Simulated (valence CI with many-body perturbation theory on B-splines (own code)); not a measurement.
## Forbidden lines of Xe XXXI

Computed by valence CI with perturbative core correlation (CI+MBPT): six valence electrons over a frozen Dirac-Fock core [Ar], a basis of 7 s, 7 p, 8 d, 6 f, 4 g, 1 h functions for each j, with the one-electron correlation potential Σ1 (screened to all orders), the two-electron term Σ2, the three-electron term Σ3, Breit, model QED; selected single and double excitations, second order for the rest, scaled by the run's own slope (own B-spline code, finite nucleus).

No measured spectrum was set against this ion. As an estimate, large intervals hold to a few tenths of a per cent, small ones and those within an open d or f shell to about a per cent. Core correlation moves these levels by up to 9300 cm⁻¹, and in measured spectra 5 to 20 % of such shifts remained as error; rates that hang on mixing are uncertain with them. Among the levels kept, up to 960 cm⁻¹ of a level comes from second order outside the variational space, and about a tenth of that is noise between levels of different J, which matters for small intervals. Only levels of the ground parity were solved; by the run's estimate the other parity begins above the list, which can be wrong where configurations are misplaced.

Lines 51 to 100 of 120 in falling wavelength, among levels below 672780 cm⁻¹, chosen from the decays that carry over 1 % of a level's rate. Wavelengths and rates use the calculated energies. Electric multipoles are in the length gauge, E1 and E2 with the static RPA response of the core. Weak lines are less certain than strong ones. Lines between different terms over intervals too small for the method are left out, as are lines whose strength nearly cancels. The highest levels of a list are the least certain.

Levels are named by their leading jj configuration (3d3/2^4 stands for four electrons in 3d with j = 3/2), which in mixed levels can hold well under half, so a name can repeat and another be missing. Letters in brackets count levels of one name in rising energy.

| λ vac (Å) | Upper | Lower | Type | A (s⁻¹) | Branch % |
| --- | --- | --- | --- | --- | --- |
| 775.7 | (3d3/2^2 3d5/2^4) J=4 [c] | (3d3/2^2 3d5/2^4) J=5 | M1 | 1.11e+04 | 17.5 |
| 767.9 | (3d3/2 3d5/2^5) J=2 | (3d3/2^2 3d5/2^4) J=2 [b] | M1 | 1.70e+04 | 18.6 |
| 759.2 | (3d3/2^2 3d5/2^4) J=0 [a] | (3d3/2^3 3d5/2^3) J=1 [a] | M1 | 8.38e+04 | 100.0 |
| 755.1 | (3d3/2 3d5/2^5) J=1 | (3d3/2^2 3d5/2^4) J=0 [a] | M1 | 2.53e+04 | 16.8 |
| 751.4 | (3d3/2^2 3d5/2^4) J=4 [a] | (3d3/2^3 3d5/2^3) J=4 [a] | M1 | 2.94e+04 | 59.9 |
| 745.5 | (3d3/2^3 3d5/2^3) J=1 [b] | (3d3/2^3 3d5/2^3) J=1 [a] | M1 | 6.20e+03 | 27.3 |
| 735.8 | (3d3/2^2 3d5/2^4) J=2 [b] | (3d3/2^2 3d5/2^4) J=2 [a] | M1 | 1.04e+04 | 24.0 |
| 730.6 | (3d3/2^2 3d5/2^4) J=6 | (3d3/2^3 3d5/2^3) J=6 | M1 | 1.43e+04 | 70.3 |
| 730.3 | (3d3/2^2 3d5/2^4) J=6 | (3d3/2^3 3d5/2^3) J=5 | M1 | 6.01e+03 | 29.5 |
| 726.9 | (3d3/2^3 3d5/2^3) J=2 [b] | (3d3/2^3 3d5/2^3) J=1 [a] | M1 | 1.71e+03 | 10.0 |
| 719.3 | (3d3/2 3d5/2^5) J=2 | (3d3/2^2 3d5/2^4) J=1 | M1 | 1.49e+04 | 16.3 |
| 718.5 | (3d3/2^3 3d5/2^3) J=2 [a] | (3d3/2^4 3d5/2^2) J=2 | M1 | 1.73e+04 | 75.9 |
| 699.1 | (3d3/2^3 3d5/2^3) J=3 [b] | (3d3/2^4 3d5/2^2) J=2 | M1 | 2.42e+03 | 11.0 |
| 690.8 | (3d3/2^2 3d5/2^4) J=4 [c] | (3d3/2^2 3d5/2^4) J=4 [a] | M1 | 4.89e+03 | 7.7 |
| 676.2 | (3d3/2^2 3d5/2^4) J=2 [c] | (3d3/2^3 3d5/2^3) J=2 [b] | M1 | 1.38e+04 | 22.1 |
| 671.5 | (3d3/2^2 3d5/2^4) J=5 | (3d3/2^3 3d5/2^3) J=4 [a] | M1 | 8.44e+02 | 3.1 |
| 669.7 | (3d3/2^2 3d5/2^4) J=1 | (3d3/2^3 3d5/2^3) J=2 [a] | M1 | 6.44e+02 | 1.7 |
| 669.4 | (3d3/2^3 3d5/2^3) J=3 [c] | (3d3/2^3 3d5/2^3) J=4 [a] | M1 | 5.06e+03 | 15.6 |
| 668.1 | (3d3/2^3 3d5/2^3) J=1 [b] | (3d3/2^4 3d5/2^2) J=0 | M1 | 1.16e+04 | 51.2 |
| 665.4 | (3d3/2^3 3d5/2^3) J=5 | (3d3/2^4 3d5/2^2) J=4 | M1 | 4.11e+03 | 90.5 |
| 665.2 | (3d3/2^3 3d5/2^3) J=6 | (3d3/2^4 3d5/2^2) J=4 | E2 | 2.07e-02 | 99.2 |
| 660.8 | (3d3/2^2 3d5/2^4) J=2 [c] | (3d3/2^3 3d5/2^3) J=1 [b] | M1 | 9.67e+03 | 15.5 |
| 660.2 | (3d3/2^3 3d5/2^3) J=0 | (3d3/2^3 3d5/2^3) J=1 [a] | M1 | 2.06e+03 | 92.7 |
| 648.2 | (3d3/2^2 3d5/2^4) J=2 [b] | (3d3/2^3 3d5/2^3) J=3 [b] | M1 | 1.00e+04 | 23.1 |
| 648.0 | (3d3/2^2 3d5/2^4) J=4 [b] | (3d3/2^3 3d5/2^3) J=3 [b] | M1 | 6.59e+03 | 20.7 |
| 632.5 | (3d3/2 3d5/2^5) J=4 | (3d3/2^2 3d5/2^4) J=3 [b] | M1 | 1.63e+04 | 18.0 |
| 632.4 | (3d3/2^2 3d5/2^4) J=2 [b] | (3d3/2^3 3d5/2^3) J=2 [a] | M1 | 1.02e+04 | 23.5 |
| 627.1 | (3d3/2^3 3d5/2^3) J=2 [b] | (3d3/2^3 3d5/2^3) J=3 [a] | M1 | 4.91e+03 | 28.5 |
| 617.7 | (3d3/2^2 3d5/2^4) J=4 [c] | (3d3/2^3 3d5/2^3) J=4 [b] | M1 | 1.84e+04 | 28.9 |
| 615.8 | (3d3/2^2 3d5/2^4) J=3 [a] | (3d3/2^3 3d5/2^3) J=4 [a] | M1 | 7.66e+03 | 23.7 |
| 599.8 | (3d3/2^2 3d5/2^4) J=4 [a] | (3d3/2^3 3d5/2^3) J=3 [a] | M1 | 1.80e+03 | 3.7 |
| 591.1 | (3d3/2 3d5/2^5) J=1 | (3d3/2^2 3d5/2^4) J=2 [a] | M1 | 8.55e+04 | 56.8 |
| 578.9 | (3d3/2 3d5/2^5) J=4 | (3d3/2^2 3d5/2^4) J=3 [a] | M1 | 1.34e+03 | 1.5 |
| 564.8 | (3d3/2^2 3d5/2^4) J=3 [b] | (3d3/2^3 3d5/2^3) J=4 [a] | M1 | 1.03e+04 | 31.1 |
| 554.1 | (3d3/2^3 3d5/2^3) J=3 [b] | (3d3/2^4 3d5/2^2) J=4 | M1 | 1.38e+04 | 62.5 |
| 546.3 | (3d3/2^3 3d5/2^3) J=3 [c] | (3d3/2^3 3d5/2^3) J=3 [a] | M1 | 6.47e+03 | 20.0 |
| 542.0 | (3d3/2^2 3d5/2^4) J=4 [b] | (3d3/2^3 3d5/2^3) J=5 | M1 | 1.90e+04 | 59.8 |
| 538.3 | (3d3/2 3d5/2^5) J=4 | (3d3/2^3 3d5/2^3) J=3 [c] | M1 | 4.34e+03 | 4.8 |
| 537.0 | (3d3/2 3d5/2^5) J=4 | (3d3/2^2 3d5/2^4) J=5 | M1 | 2.57e+04 | 28.2 |
| 534.9 | (3d3/2 3d5/2^5) J=2 | (3d3/2^2 3d5/2^4) J=3 [a] | M1 | 1.67e+04 | 18.4 |
| 524.9 | (3d3/2^2 3d5/2^4) J=2 [c] | (3d3/2^2 3d5/2^4) J=2 [a] | M1 | 4.83e+03 | 7.7 |
| 522.5 | (3d3/2 3d5/2^5) J=1 | (3d3/2^3 3d5/2^3) J=2 [a] | M1 | 2.11e+04 | 14.0 |
| 510.1 | (3d3/2^2 3d5/2^4) J=3 [a] | (3d3/2^3 3d5/2^3) J=3 [a] | M1 | 1.78e+04 | 55.1 |
| 500.1 | (3d3/2 3d5/2^5) J=2 | (3d3/2^3 3d5/2^3) J=3 [c] | M1 | 1.70e+04 | 18.7 |
| 498.6 | (3d3/2^3 3d5/2^3) J=1 [b] | (3d3/2^4 3d5/2^2) J=2 | M1 | 3.19e+03 | 14.1 |
| 494.9 | (3d3/2 3d5/2^5) J=4 | (3d3/2^2 3d5/2^4) J=4 [a] | M1 | 3.85e+04 | 42.4 |
| 490.2 | (3d3/2^3 3d5/2^3) J=2 [b] | (3d3/2^4 3d5/2^2) J=2 | M1 | 8.17e+03 | 47.4 |
| 478.8 | (3d3/2^2 3d5/2^4) J=2 [c] | (3d3/2^3 3d5/2^3) J=3 [b] | M1 | 5.06e+03 | 8.1 |
| 470.1 | (3d3/2^2 3d5/2^4) J=2 [c] | (3d3/2^3 3d5/2^3) J=2 [a] | M1 | 6.72e+03 | 10.7 |
| 458.9 | (3d3/2^3 3d5/2^3) J=0 | (3d3/2^4 3d5/2^2) J=2 | E2 | 9.22e+01 | 4.1 |
